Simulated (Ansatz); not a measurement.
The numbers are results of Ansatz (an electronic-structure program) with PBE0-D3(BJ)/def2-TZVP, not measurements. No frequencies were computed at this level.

Ansatz 0.2 input:
```yaml
crystal:
  periodic: [false, false, false]
  atoms:
    - { symbol: B, position_ang: [0.57687, -0.497038, -0.009255] }
    - { symbol: O, position_ang: [-0.730574, -0.381157, -0.007785] }
    - { symbol: H, position_ang: [1.341423, 0.406481, 0.008687] }
    - { symbol: H, position_ang: [-1.18772, 0.471714, 0.008353] }
basis:
  gaussian: { orbitals: def2-tzvp }
hamiltonian:
  xc: pbe0
  dispersion: d3bj
relax:
  max_steps: 150
magnetization:
  spin_polarized: true
  initial_magnetization: 1
```

Output:

```
Functional definition: PBE0
408 factors; their error is unknown
mean field evaluation 1: about -2749.0298 eV, gradient 3.3e1 eV
mean field evaluation 2: about -2743.3664 eV, gradient 5.2e1 eV
mean field evaluation 4: about -2752.5356 eV, gradient 1.1e0 eV
mean field evaluation 8: about -2752.5469 eV, gradient 1.4e-1 eV
mean field -2752.54695404 eV, -101.1542348175 hartree, gradient 5.1e-5 eV, S^2 0.752384; 0 other end points of the search recorded, 0 dependent functions left out
reference -2752.54698077 eV, -101.1542357998 hartree; 8, 7 occupied and 66, 67 virtual orbitals, 408 factors
relax step   1: F+E_penalty+E_count = -2752.57276358 eV  Δ(F+E_penalty+E_count) = +0.000e0 eV  max|allowed force component| = 9.707e-1 eV/Å  Δτ_max = 0.0000 Å  (26 SCF iters, accepted)
these checks for a lower state are left out or cut short: starts, cluster_reference, orbital_swaps, neighbouring_geometries, increment
408 factors; their error is unknown
mean field evaluation 16: about -2752.5560 eV, gradient 7.5e-1 eV
mean field -2752.56263740 eV, -101.1548111703 hartree, gradient 8.9e-6 eV, S^2 0.752372; 0 other end points of the search recorded, 0 dependent functions left out
reference -2752.56266411 eV, -101.1548121520 hartree; 8, 7 occupied and 66, 67 virtual orbitals, 408 factors
relax step   2: F+E_penalty+E_count = -2752.58844902 eV  Δ(F+E_penalty+E_count) = -1.569e-2 eV  max|allowed force component| = 4.959e-1 eV/Å  Δτ_max = 0.0141 Å  (31 SCF iters, accepted)
these checks for a lower state are left out or cut short: starts, cluster_reference, orbital_swaps, neighbouring_geometries, increment
408 factors; their error is unknown
mean field -2752.57359894 eV, -101.1552139996 hartree, gradient 1.1e-5 eV, S^2 0.752345; 0 other end points of the search recorded, 0 dependent functions left out
reference -2752.57362550 eV, -101.1552149756 hartree; 8, 7 occupied and 66, 67 virtual orbitals, 408 factors
relax step   3: F+E_penalty+E_count = -2752.59943888 eV  Δ(F+E_penalty+E_count) = -1.099e-2 eV  max|allowed force component| = 1.126e-1 eV/Å  Δτ_max = 0.0275 Å  (32 SCF iters, accepted)
these checks for a lower state are left out or cut short: starts, cluster_reference, orbital_swaps, neighbouring_geometries, increment
408 factors; their error is unknown
mean field evaluation 32: about -2752.5760 eV, gradient 1.4e-1 eV
mean field -2752.57604748 eV, -101.1553039818 hartree, gradient 1.2e-5 eV, S^2 0.752325; 0 other end points of the search recorded, 0 dependent functions left out
reference -2752.57607389 eV, -101.1553049522 hartree; 8, 7 occupied and 66, 67 virtual orbitals, 408 factors
relax step   4: F+E_penalty+E_count = -2752.60191331 eV  Δ(F+E_penalty+E_count) = -2.474e-3 eV  max|allowed force component| = 5.553e-2 eV/Å  Δτ_max = 0.0247 Å  (30 SCF iters, accepted)
these checks for a lower state are left out or cut short: starts, cluster_reference, orbital_swaps, neighbouring_geometries, increment
408 factors; their error is unknown
mean field -2752.57616262 eV, -101.1553082132 hartree, gradient 1.1e-5 eV, S^2 0.752313; 0 other end points of the search recorded, 0 dependent functions left out
reference -2752.57618902 eV, -101.1553091834 hartree; 8, 7 occupied and 66, 67 virtual orbitals, 408 factors
relax step   5: F+E_penalty+E_count = -2752.60202823 eV  Δ(F+E_penalty+E_count) = -1.149e-4 eV  max|allowed force component| = 3.583e-2 eV/Å  Δτ_max = 0.0030 Å  (33 SCF iters, accepted)
these checks for a lower state are left out or cut short: starts, cluster_reference, orbital_swaps, neighbouring_geometries, increment
408 factors; their error is unknown
mean field -2752.57619861 eV, -101.1553095356 hartree, gradient 2.6e-5 eV, S^2 0.752318; 0 other end points of the search recorded, 0 dependent functions left out
reference -2752.57622499 eV, -101.1553105051 hartree; 8, 7 occupied and 66, 67 virtual orbitals, 408 factors
relax step   6: F+E_penalty+E_count = -2752.60206788 eV  Δ(F+E_penalty+E_count) = -3.965e-5 eV  max|allowed force component| = 6.230e-3 eV/Å  Δτ_max = 0.0027 Å  (24 SCF iters, accepted)
408 factors; their error is unknown
mean field evaluation 64: about -2752.5762 eV, gradient 3.0e-4 eV
mean field -2752.57619861 eV, -101.1553095356 hartree, gradient 2.9e-5 eV, S^2 0.752318; 1 other end points of the search recorded, 0 dependent functions left out
reference -2752.57622499 eV, -101.1553105051 hartree; 8, 7 occupied and 66, 67 virtual orbitals, 408 factors
Total energy: -2752.60209426 eV, -101.1562611833 hartree
Atom 0 at     0.564410    -0.503401    -0.008832 Å, force    -0.004997     0.002999    -0.003797 eV/Å
Atom 1 at    -0.762138    -0.411203    -0.008990 Å, force    -0.002174    -0.002433     0.004075 eV/Å
Atom 2 at     1.324325     0.431756     0.008876 Å, force     0.006230     0.000967     0.002065 eV/Å
Atom 3 at    -1.126598     0.482848     0.008946 Å, force     0.000941    -0.001533    -0.002343 eV/Å
Dipole moment:    -0.167649     0.426253     0.008430 e Å
```

Cost: roughly 8 core-seconds.
